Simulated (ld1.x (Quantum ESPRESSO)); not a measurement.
Values are calculated unless marked as measured or tabulated.
# Potentials for Te compared

Generated with ld1.x 7.5 (TM, RRKJ, ultrasoft, PAW), atompaw 4.2 or ONCVPSP 4.0.1. The cutoff is in Ry: for ld1.x and atompaw files where the sum of valence levels is converged to 10 mRy in a Bessel basis, for ONCV files where the hardest occupied wave has 1 mHa per electron of residual kinetic energy. The error is the largest all-electron minus pseudo excitation energy over each file’s own four to seven test configurations (ionisations up to +4, promotions, holes and added fractions of an electron), all of which were solved. The labels leave out finer settings (local radius, basis sizes, second energies), which also bear on the numbers. Spin-polarised tests are not counted. The rows are a selection from randomly drawn settings: files with unsolved tests, undetermined cutoffs or missed reference levels are left out.

A true bound ghost makes a file unfit for plane-wave use even where its test errors are small: the radial tests pick states by their node count and pass the ghost by.

```tsv
potential	cutoff (Ry)	largest error (meV)	bound ghosts
RRKJ, revPBE, fully relativistic, rc 1.45/1.85/1.05 (spd), local s, core correction no, reference 4d10 5s2 5p4	140	-365	none
TM, PBE, fully relativistic, rc 1.35/1.85 (sp), local s, core correction yes, reference 5s2 5p4	70	-134	p1/2
TM, LDA (PZ), scalar-relativistic, rc 1.75/2.05/2.00 (spd), local smoothed, core correction no, reference 5s2 5p3	30	+162	s
TM, revPBE, scalar-relativistic, rc 1.55/2.25/0.95 (spd), local s, core correction yes, reference 4d10 5s2 5p4	120	-497	none
```

(1) Fill in the row for Te: TM, PBEsol, scalar-relativistic, rc 1.65/1.95/0.90 (spd), local s, core correction yes, reference 4d10 5s2 5p3.

(2) Fill in the row for Te: TM, PBEsol, scalar-relativistic, rc 1.65/2.20/1.30 (spd), local d, core correction no, reference 4d10 5s2 5p3.

## Answers

(1) cutoff 140 Ry, largest error -505 meV, bound ghosts: none.

(2) cutoff 110 Ry, largest error -315 meV, bound ghosts: s, p.
